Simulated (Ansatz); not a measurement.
Be10, relaxed as a singlet with RKS PBE0/def2-SVP in Ansatz, starting from the GFN1-xTB geometry. Force threshold 0.02 eV/Å.

The restricted singlet is unstable towards broken spin symmetry in Hartree–Fock (as tested in another run); at PBE0/def2-SVP this wasn't settled. Another isomer (singlet) lies 0.17 eV lower at PBE0/def2-TZVP; other spin states weren't run for this one.

Start:

```xyz
10

Be    1.8600    0.0449    0.1204
Be    0.1723    1.7741    0.5003
Be   -1.2001   -1.3205   -0.4371
Be   -1.1320   -0.5691    1.5119
Be    0.5949   -1.5780    0.6853
Be   -1.6498    0.8957    0.1544
Be    0.7122   -1.0204   -1.3317
Be    0.8909    1.1570   -1.3328
Be   -0.9582    0.3236   -1.6959
Be    0.7097    0.2926    1.8251
```

(1) Estimate the energy that the relaxation releases and the steps that it takes.

(2) Does the start keep its bonding and symmetry?

(3) Predict the relaxed structure.

Answers

(1) 7.6 kcal/mol, in 8 steps; 27 s on 4 threads of Arm Neoverse N1 on a shared host. No frequencies were taken in this run, so the end may be a saddle point.

(2) Bonds formed: Be1–Be2, Be2–Be4, Be2–Be9 (atoms count from 1). Point group Cs at the start, C3v at the end, both within 0.05 Å.

(3) 
| atom | x (Å) | y (Å) | z (Å) |
| --- | --- | --- | --- |
| Be1 | 1.812 | 0.055 | 0.118 |
| Be2 | -0.010 | 1.407 | 0.389 |
| Be3 | -1.198 | -1.272 | -0.420 |
| Be4 | -0.993 | -0.345 | 1.482 |
| Be5 | 0.556 | -1.565 | 0.687 |
| Be6 | -2.012 | 0.762 | 0.097 |
| Be7 | 0.670 | -1.007 | -1.329 |
| Be8 | 1.093 | 1.200 | -1.416 |
| Be9 | -0.822 | 0.493 | -1.543 |
| Be10 | 0.903 | 0.273 | 1.936 |
Bond lengths (bridged metal pairs left out): 24 × Be–Be 2.04 to 2.29 Å.
